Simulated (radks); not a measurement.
Q: Neutral iridium, 77 electrons, occupied as [Xe] 4f14 5d7 6s2. Calculated with a radial shooting solver on a logarithmic mesh with Libxc functionals: Dirac Kohn-Sham, Wu-Cohen GGA, spin-unpolarised, spherical densities, finite nucleus; open shells fill j = l - 1/2 first; Fermi nuclear charge, rms radius 5.4032 fm. Some entries of the table are withheld. Estimate them.

orbital,occ.,eigenvalue (hartree),r(max) (bohr),<r^2> (bohr^2)
1s1/2,2,-2792.073,0.01082,(1)
2s1/2,2,-488.0786,0.06252,0.006363
2p1/2,2,-467.7335,0.04620,0.004517
2p3/2,4,-407.9198,0.05336,0.005709
3s1/2,2,(2),0.1759,0.04141
3p1/2,2,-104.9779,0.1644,0.03783
3p3/2,4,-91.88249,0.1790,0.04432
3d3/2,4,-76.51757,0.1397,0.03413
3d5/2,6,-73.68732,0.1437,0.03590
4s1/2,2,-24.33021,0.3978,0.2025
4p1/2,2,(3),0.3965,0.2074
4p3/2,4,(4),0.4268,0.2412
4d3/2,4,-10.99929,0.4211,0.2579
4d5/2,6,-10.42407,0.4305,0.2702
5s1/2,2,-3.58235,0.8914,1.076
5p1/2,2,(5),0.9467,1.284
4f5/2,6,-2.33350,0.3926,0.3462
4f7/2,8,-2.21886,0.3973,0.3565
5p3/2,4,(6),1.028,1.539
5d3/2,4,-0.28588,1.280,3.402
5d5/2,3,-0.24122,1.322,3.756
6s1/2,2,-0.23321,2.403,9.544
6p1/2,0,-0.05915,3.121,20.45
6p3/2,0,-0.03704,3.545,28.27

A: 
(1) 1s1/2 <r^2> (bohr^2): 0.0004198
(2) 3s1/2 eigenvalue (hartree): -114.1347
(3) 4p1/2 eigenvalue (hartree): -20.45998
(4) 4p3/2 eigenvalue (hartree): -17.36089
(5) 5p1/2 eigenvalue (hartree): -2.36539
(6) 5p3/2 eigenvalue (hartree): -1.86526
